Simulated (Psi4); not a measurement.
Pair of molecules, SMILES FB(F)F with SMILES N (the first has 4 atoms); geometry from B3LYP-D3(BJ)/def2-TZVP, rigid monomers moved along the line of their centres of mass till B2···N5 is 1.52 Å.
(charge 0, multiplicity 1):
```xyz
8

F     -1.12755    -0.83538     0.69297
B     -0.00733    -0.08964     0.96186
F      0.00315     1.14890     0.37092
F      1.17296    -0.78059     0.84862
N     -0.11521     0.21342     2.45017
H     -0.97121     0.72704     2.64154
H     -0.12615    -0.65175     2.98358
H      0.67739     0.77394     2.75143
```

These are Psi4 with SAPT0/jun-cc-pV(D+d)Z values and carry that method's errors.

**Question.** Which attractive term is largest, and how does the interaction split up?

**Answer.** electrostatics -133.42, exchange 182.38, induction -90.82, dispersion -16.20, total -58.07 kcal/mol; the largest attraction is electrostatics.
